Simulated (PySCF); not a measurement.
Compound: C3H6O3Si.
SMILES with atom numbers: `[CH3:1][C:2](=[O:3])[O:4][SiH2:5][CH:6]=[O:7]` (hydrogens: H8, H9, H10 on C1; H11, H12 on Si5; H13 on C6)

The same species was optimised twice, with GFN2-xTB and with PBE0-D3(BJ)/def2-SVP (PySCF), and the same property calculations (PySCF, gas phase) were run on both structures.

| coordinate | GFN2-xTB | PBE0-D3(BJ)/def2-SVP | change |
| --- | --- | --- | --- |
| O4–Si5 (Å) | 1.659 | 1.718 | +0.059 |
| C2=O3 (Å) | 1.199 | 1.206 | +0.007 |
| C2–O4 (Å) | 1.336 | 1.343 | +0.007 |
| C1–C2 (Å) | 1.500 | 1.495 | -0.005 |
| C6=O7 (Å) | 1.203 | 1.207 | +0.004 |
| Si5–C6 (Å) | 1.917 | 1.921 | +0.004 |
| C2–O4–Si5 (°) | 122.1 | 116.0 | -6.1 |
| Si5–C6–O7 (°) | 123.0 | 119.5 | -3.5 |
| O4–Si5–C6 (°) | 99.4 | 102.8 | +3.4 |
| O3–C2–O4 (°) | 121.7 | 121.0 | -0.7 |
| C1–C2–O4 (°) | 112.8 | 113.2 | +0.4 |
| C1–C2–O3 (°) | 125.6 | 125.8 | +0.2 |
| C1–C2–O4–Si5 (°) | -179 | 180 | -1 |
| C2–O4–Si5–C6 (°) | -178 | 180 | -2 |
| O4–Si5–C6–O7 (°) | 179 | 179 | 0 |

Rotational constants: A = 6688, B = 1018, C = 898.1 MHz (GFN2-xTB) against A = 7145, B = 996.9, C = 889.2 MHz (PBE0-D3(BJ)/def2-SVP). Atoms that the bonding makes alike are paired by their places after alignment.

On the GFN2-xTB structure: HOMO (eV) -7.19 [PBE0/pcSseg-1]; LUMO (eV) -1.71 [PBE0/pcSseg-1]; dipole (D) 2.96 [PBE0/pcSseg-1]; GIAO shielding of C1 (ppm) 163.4 [PBE0/pcSseg-1]; GIAO shielding of C2 (ppm) 9.8 [PBE0/pcSseg-1]; GIAO shielding of O3 (ppm) -136.0 [PBE0/pcSseg-1]; GIAO shielding of O4 (ppm) 140.1 [PBE0/pcSseg-1]; GIAO shielding of Si5 (ppm) 405.4 [PBE0/pcSseg-1]; GIAO shielding of C6 (ppm) -61.0 [PBE0/pcSseg-1]; GIAO shielding of O7 (ppm) -643.3 [PBE0/pcSseg-1].

Question: What do these properties become on the PBE0-D3(BJ)/def2-SVP structure?

Answer: 
```tsv
property	level	on GFN2-xTB	on PBE0-D3(BJ)/def2-SVP	change
HOMO (eV)	PBE0/pcSseg-1	-7.19	-7.25	-0.06
LUMO (eV)	PBE0/pcSseg-1	-1.71	-1.75	-0.04
dipole (D)	PBE0/pcSseg-1	2.96	3.24	+0.28
energy, GFN2-xTB geometry as zero (kcal/mol)	PBE0/pcSseg-1	0.0	-1.8	-1.8
GIAO shielding of C1 (ppm)	PBE0/pcSseg-1	163.4	162.3	-1.1
GIAO shielding of C2 (ppm)	PBE0/pcSseg-1	9.8	6.2	-3.6
GIAO shielding of O3 (ppm)	PBE0/pcSseg-1	-136.0	-142.0	-6.0
GIAO shielding of O4 (ppm)	PBE0/pcSseg-1	140.1	127.4	-12.7
GIAO shielding of Si5 (ppm)	PBE0/pcSseg-1	405.4	402.4	-3.0
GIAO shielding of C6 (ppm)	PBE0/pcSseg-1	-61.0	-61.0	0.0
GIAO shielding of O7 (ppm)	PBE0/pcSseg-1	-643.3	-630.9	+12.4
```

The heavy atoms differ by 0.119 Å rms after alignment. Among the bonds compared O4–Si5 changes most (+0.059 Å). Changes are differences of the printed values. Neither structure is proved a minimum here.

The values belong to the conformer `[CH3:1][C:2](=[O:3])[O:4][SiH2:5][CH:6]=[O:7]`: C1–C2–O4–Si5 180°, C2–O4–Si5–C6 180°, O4–Si5–C6–O7 179°.
